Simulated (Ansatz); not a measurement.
Breaking a bond: LiNa, singlet.

Computed with: RCCSD(T) = CCSD(T) on RHF/aug-cc-pVTZ, frozen core in Ansatz (a program for electronic structure); UHF/aug-cc-pVTZ (Ansatz); FCI = full CI/aug-cc-pVTZ, frozen core in Ansatz; UKS-PBE0 = unrestricted PBE0/aug-cc-pVTZ run with Ansatz.

Energies are in eV, each relative to the lowest point of its own curve near equilibrium.

```json
[
 {"R / Å": "2.31", "RCCSD(T)": "0.378", "UHF": "0.459", "FCI": "0.378", "UKS-PBE0": "0.347"},
 {"R / Å": "2.51", "RCCSD(T)": "0.157", "UHF": "0.237", "FCI": "0.157", "UKS-PBE0": "0.137"},
 {"R / Å": "2.61", "RCCSD(T)": "0.088", "UHF": "0.165", "FCI": "0.088", "UKS-PBE0": "0.073"},
 {"R / Å": "2.74", "RCCSD(T)": "0.031", "UHF": "0.101", "FCI": "0.031", "UKS-PBE0": "0.022"},
 {"R / Å": "2.81", "RCCSD(T)": "0.013", "UHF": "0.070", "FCI": "0.013", "UKS-PBE0": "0.008"},
 {"R / Å": "2.93", "RCCSD(T)": "0.000", "UHF": "0.034", "FCI": "0.000", "UKS-PBE0": "0.000"},
 {"R / Å": "3.03", "RCCSD(T)": "0.003", "UHF": "0.015", "FCI": "0.003", "UKS-PBE0": "0.007"},
 {"R / Å": "3.07", "RCCSD(T)": "0.008", "UHF": "0.010", "FCI": "0.008", "UKS-PBE0": "0.013"},
 {"R / Å": "3.28", "RCCSD(T)": "0.053", "UHF": "0.000", "FCI": "0.053", "UKS-PBE0": "0.066"},
 {"R / Å": "3.36", "RCCSD(T)": "0.077", "UHF": "0.002", "FCI": "0.077", "UKS-PBE0": "0.094"},
 {"R / Å": "3.63", "RCCSD(T)": "0.179", "UHF": "0.018", "FCI": "0.179", "UKS-PBE0": "0.202"},
 {"R / Å": "3.90", "RCCSD(T)": "0.293", "UHF": "0.041", "FCI": "0.293", "UKS-PBE0": "0.310"},
 {"R / Å": "4.43", "RCCSD(T)": "0.503", "UHF": "0.082", "FCI": "0.503", "UKS-PBE0": "0.489"},
 {"R / Å": "4.89", "RCCSD(T)": "0.641", "UHF": "0.104", "FCI": "0.641", "UKS-PBE0": "0.597"},
 {"R / Å": "5.33", "RCCSD(T)": "0.729", "UHF": "0.117", "FCI": "0.729", "UKS-PBE0": "0.663"},
 {"R / Å": "5.88", "RCCSD(T)": "0.793", "UHF": "0.124", "FCI": "0.793", "UKS-PBE0": "0.710"},
 {"R / Å": "6.43", "RCCSD(T)": "0.825", "UHF": "0.128", "FCI": "0.825", "UKS-PBE0": "0.731"},
 {"R / Å": "7.20", "RCCSD(T)": "0.844", "UHF": "0.129", "FCI": "0.844", "UKS-PBE0": "0.741"},
 {"R / Å": "7.92", "RCCSD(T)": "0.851", "UHF": "0.130", "FCI": "0.851", "UKS-PBE0": "0.744"},
 {"R / Å": "8.84", "RCCSD(T)": "0.854", "UHF": "0.130", "FCI": "0.854", "UKS-PBE0": "0.744"}
]
```

With two correlated electrons CCSD is exact in the basis where it finds the lowest root (RCCSD(T)). The unrestricted determinant behind UHF is spin-contaminated at 2.31 to 8.84 Å (<S²> up to 1.0, against 0.00 for a pure singlet). The unrestricted determinant behind UKS-PBE0 is spin-contaminated at 3.63 to 8.84 Å (<S²> up to 1.0, against 0.00 for a pure singlet).
